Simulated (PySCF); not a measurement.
TaO2Cl, SMILES [O]=[Ta](=[O])[Cl], multiplicity 1. Coordinates come from a PBE-D3(BJ)/def2-SVP optimisation. The multiplicity is an assumed one; other spin states were not compared. The def2 effective core potentials stand for the cores of Ta; spin–orbit coupling is left out.

Computed equilibrium geometry at PBE-D3(BJ)/def2-SVP (PySCF confirms it by a frequency run) as a Z-matrix, and its point group:
point group Cs.
```
Ta
O 1 1.7455
O 1 1.7455 2 104.61
Cl 1 2.3279 2 107.13 3 -113.51
```
Charge 0, spin multiplicity 1.
